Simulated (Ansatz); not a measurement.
Frontier orbitals of C4H10GeO2Si (`C[Si](C)(O)C#[C][GeH2][OH]`).

Cartesian coordinates in Å:
```
C -1.134 0.036 -2.174
Si 0.230 0.770 -1.141
C -0.201 2.494 -0.588
O 1.679 0.732 -1.929
C 0.482 -0.288 0.337
C 0.604 -0.984 1.324
Ge 0.796 -2.071 2.873
O -0.528 -3.257 2.919
H -0.881 -0.981 -2.481
H -2.069 -0.001 -1.610
H -1.310 0.633 -3.074
H 0.594 2.912 0.033
H -0.351 3.158 -1.445
H -1.124 2.493 -0.002
H 1.774 1.279 -2.710
H 0.746 -1.165 4.114
H 2.075 -2.906 2.803
H -1.383 -2.854 2.751
```

Total charge 0; spin multiplicity 1. Correlated methods freeze the filled d shell of Ge. Scalar relativity is left out up to krypton. Geometry: relaxed with PBE0-D4/def2-TZVP. It is one conformer, not always the lowest. Basis def2-TZVPP, Ansatz 0.2.0.

Orbital energies of one run (eV). Highest occupied ones, from the top: -9.24, -9.47, -9.99, -10.15, -10.82, -11.28, -11.58, -12.01, -12.16, -12.73, -12.79, -12.96, -13.18, -13.65. Empty: 0.37, 0.91, 1.42, 2.06, 2.24, 2.75.

Question: Which functional gave them?
A. PBE0
B. CAM-B3LYP
C. r2SCAN0
D. r2SCANh

Answer: B. HOMO energies: CAM-B3LYP -9.24, r2SCANh -7.39, PBE0 -7.90, r2SCAN0 -8.08 eV.
